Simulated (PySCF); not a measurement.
Isomers of C6H6ClN, mass 127.019 u with the commonest isotopes. Method: PBE0/pcSseg-1 in PySCF (dipole) on a GFN2-xTB geometry, gas phase. One conformer each, none proved a minimum here; rigid rotors.

Question: Order these by rotational constant B, largest first.
A. `Nc1cccc(Cl)c1`
B. `[CH:1]#[C:2][C@@H:3]([CH2:4][Cl:5])[CH2:6][C:7]#[N:8]` with C2–C3–C4–Cl5 60°, C2–C3–C6–C7 173°
C. `c1cccc(Cl)c1N`

Answer: C (1557 MHz), B (1289 MHz), A (1212 MHz).

Question: Order these by rotational constant A, smallest first.
A. `Nc1ccccc1Cl`
B. `c1ccc(cc1N)Cl`
C. `[CH:1]#[C:2][C@@H:3]([CH2:4][Cl:5])[CH2:6][C:7]#[N:8]` with C2–C3–C4–Cl5 60°, C2–C3–C6–C7 173°

Answer: C (2180 MHz), A (2981 MHz), B (3462 MHz).

Question: Order these by dipole moment, largest first.
A. `NC1=CC=CC=C1Cl`
B. `c1(N)cccc(Cl)c1`
C. `[CH:1]#[C:2][C@@H:3]([CH2:4][Cl:5])[CH2:6][C:7]#[N:8]` with C2–C3–C4–Cl5 60°, C2–C3–C6–C7 173°

Answer: C (3.39 D), B (3.16 D), A (1.92 D).

| SMILES | point group | Ia (u·Å²) | Ib (u·Å²) | Ic (u·Å²) | κ | μa (D) | μb (D) | μc (D) |
| --- | --- | --- | --- | --- | --- | --- | --- | --- |
| Nc1cccc(Cl)c1 | near Cs | 146.00 | 417.08 | 562.81 | -0.76 | 2.99 | 0.62 | 0.82 |
| Nc1ccccc1Cl | near Cs | 169.53 | 324.62 | 493.87 | -0.45 | 0.80 | 1.56 | 0.78 |
| C#C[C@@H](CCl)CC#N | C1 | 231.85 | 392.14 | 552.95 | -0.41 | 2.65 | 2.09 | 0.37 |
